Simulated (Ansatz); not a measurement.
Basis sets compared for BEt2Ph (C₁₀H₁₅B). Total charge 0; singlet. Geometry PBE-D4/def2-SVP. Ansatz on 4 threads of Arm Neoverse V1 on a shared host; times are rough, and most runs start from earlier orbitals.

```csv
atom,x (Å),y (Å),z (Å)
B1,-0.749,0.225,-0.721
C2,-1.095,1.727,-1.084
C3,-1.011,2.801,0.009
H4,-2.072,1.777,-1.613
H5,-0.349,1.951,-1.893
H6,-1.187,3.821,-0.391
H7,-1.771,2.624,0.798
H8,-0.025,2.804,0.514
C9,-1.526,-0.943,-1.457
C10,-0.777,-2.240,-1.790
H11,-2.053,-0.550,-2.355
H12,-2.360,-1.163,-0.738
H13,-1.447,-3.014,-2.218
H14,0.025,-2.055,-2.534
H15,-0.286,-2.677,-0.898
C16,0.351,-0.108,0.351
C17,1.588,0.582,0.380
C18,2.579,0.275,1.324
C19,2.342,-0.713,2.294
C20,1.118,-1.401,2.300
C21,0.147,-1.112,1.330
H22,1.788,1.369,-0.366
H23,3.537,0.816,1.312
H24,3.112,-0.947,3.045
H25,0.925,-2.175,3.058
H26,-0.803,-1.672,1.343
```

B3LYP takes the VWN-RPA correlation.

Binding counts from free atoms (B doublet, C triplet, H doublet) in the same basis, without a counterpoise term.

```json
{"level": "PBE-D4/def2-SVP", "functions": "229", "energy (Eh)": "-414.1073", "HOMO (eV)": "-5.99", "LUMO (eV)": "-1.94", "binding per atom (eV)": "4.75", "wall time": "3.7 s"}
{"level": "B3LYP-D4/6-31G", "functions": "129", "energy (Eh)": "-414.9144", "HOMO (eV)": "-6.59", "LUMO (eV)": "-0.93", "binding per atom (eV)": "4.52", "wall time": "3.1 s"}
{"level": "PBE0-D4/def2-SVP", "functions": "229", "energy (Eh)": "-414.1750", "HOMO (eV)": "-7.02", "LUMO (eV)": "-1.07", "binding per atom (eV)": "4.68", "wall time": "6 s"}
```

Task: Estimate the rows for PBE-D4/def2-TZVP, B3LYP-D4/def2-TZVP, PBE0-D4/def2-TZVP (with forces).

Result: 
```json
{"level": "PBE-D4/def2-TZVP", "functions": "431", "energy (Eh)": "-414.5444", "HOMO (eV)": "-6.06", "LUMO (eV)": "-2.05", "binding per atom (eV)": "4.69", "wall time": "8 s"}
{"level": "B3LYP-D4/def2-TZVP", "functions": "431", "energy (Eh)": "-415.1573", "HOMO (eV)": "-6.84", "LUMO (eV)": "-1.33", "binding per atom (eV)": "4.57", "wall time": "15 s"}
{"level": "PBE0-D4/def2-TZVP (with forces)", "functions": "431", "energy (Eh)": "-414.6034", "HOMO (eV)": "-7.05", "LUMO (eV)": "-1.15", "binding per atom (eV)": "4.62", "wall time": "25 s"}
```
